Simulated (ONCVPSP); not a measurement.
What one change does to a pseudopotential (Ce (Z = 58), ONCV)

ONCVPSP 4.0.1 input, shortened (lines: element, Z, core and valence counts, functional; n l f; lmax; l rc ep ncon nbas qcut; lloc lpopt rc5 dvloc0; l nproj debl; icmod fcfact rcfact), BLYP, scalar-relativistic:

```
  Ce 58.00    9    5  -106131      upf
    1    0    2.00
    2    0    2.00
    2    1    6.00
    3    0    2.00
    3    1    6.00
    3    2   10.00
    4    0    2.00
    4    1    6.00
    4    2   10.00
    4    3    1.00
    5    0    2.00
    5    1    6.00
    5    2    1.50
    6    0    1.50
    3
    0    2.75    0.00    4    7    4.30
    1    2.95    0.00    4    8    4.60
    2    3.00    0.00    4    8    5.40
    3    1.70    0.00    4    8    9.10
    4    5    1.70   -1.00
    0    2    2.10
    1    2    0.50
    2    2    3.40
    3    1    2.70
    3    2.50    1.20
```

In the p channel the program set the typed energies aside and used -0.816, 0.250 Ha.

Change: f: qcut 13.8.

Cutoffs: the cutoffs (Ha) at which the residual kinetic energy of the hardest occupied pseudo-wave falls to 1 and 0.1 mHa per electron; they do not see the model core or the augmentation charge, which bear on the density cutoff. Errors are all-electron minus pseudo energies relative to the spin-unpolarised reference configuration.

**Question.** What does the change do?

**Answer.** The potential gets harder (38 Ha and 54 Ha → 63 Ha and 71 Ha); the errors of the 4 common tests hardly move; neither file shows a bound ghost. The waves are optimised to have the least kinetic energy above qcut, so the cutoff follows it (qcut²/2 in Ha).

```tsv
quantity	base	changed
cutoff, loose	38 Ha	63 Ha
cutoff, tight	54 Ha	71 Ha
loose cutoff by channel	s 5.5 Ha, p 5.6 Ha, d 6.5 Ha, f 38 Ha	s 5.5 Ha, p 5.6 Ha, d 6.5 Ha, f 63 Ha
bound ghosts	none	none
GHOST(+) flags under 300 eV	s at 31.1 eV	s at 31.1 eV
error for 4f1 5s2 5p6 5d1 6s2, meV [ΔE -0.42 eV]	-0.3	-0.3
error for 4f1 5s2 5p6 5d1 6s1, meV [ΔE 5.56 eV]	+0.2	+0.1
error for 4f1 5s2 5p6 5d1 6s0, meV [ΔE 16.72 eV]	-1.6	-1.4
error for 4f1 5s2 5p6 5d2 6s1, meV [ΔE 0.52 eV]	-1.9	-1.9
s: phases at 2.79 bohr within 0.05 rad from the reference energy up to (Ha; the scan ends near 5)	1.0	1.0
p: phases at 3.00 bohr within 0.05 rad from the reference energy up to (Ha; the scan ends near 5)	2.6	2.6
d: phases at 3.05 bohr within 0.05 rad from the reference energy up to (Ha; the scan ends near 5)	4.4	4.4
f: phases at 1.73 bohr within 0.05 rad from the reference energy up to (Ha; the scan ends near 5)	0.8	1.1
rms error of d²Exc/dni dnj with the model core, mHa	8.14	8.50
```
